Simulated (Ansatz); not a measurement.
System: H2BO2 (charge 0, doublet). SMILES: [B](O)O
Geometry: optimised at B3LYP-D3(BJ)/def2-TZVP (Ansatz, a program for electronic structure).

Wanted: size of the dipole moment, in D. Conventions: 6-311+G** with 5d; LANL2DZ all-electron up to Ne; no spin-orbit coupling; dispersion terms only where a functional's name holds one; open shells spin-unrestricted; non-relativistic; six Cartesian d functions in 6-31G* and its kin unless marked 5d. First-principles rows: single points at B3LYP-D3(BJ) geometries (Ansatz).

```csv
level,program,size of the dipole moment (D)
B3LYP/STO-3G,Ansatz,2.66
B3LYP/3-21G,Ansatz,3.84
B3LYP/LANL2DZ,Ansatz,3.89
B3LYP/6-31G,Ansatz,3.65
B3LYP/6-31G*,Ansatz,3.25
B3LYP/6-31+G*,Ansatz,3.30
B3LYP/6-31G**,Ansatz,3.21
B3LYP/def2-SVP,Ansatz,3.39
B3LYP/cc-pVDZ,Ansatz,3.25
B3LYP/6-311+G**,Ansatz,3.23
```

No value to compare with is used here. The 10 habitual levels span 2.66 (B3LYP/STO-3G) to 3.89 D (B3LYP/LANL2DZ).

The sets are all those run for this method; runs whose electronic state is in doubt are left out.
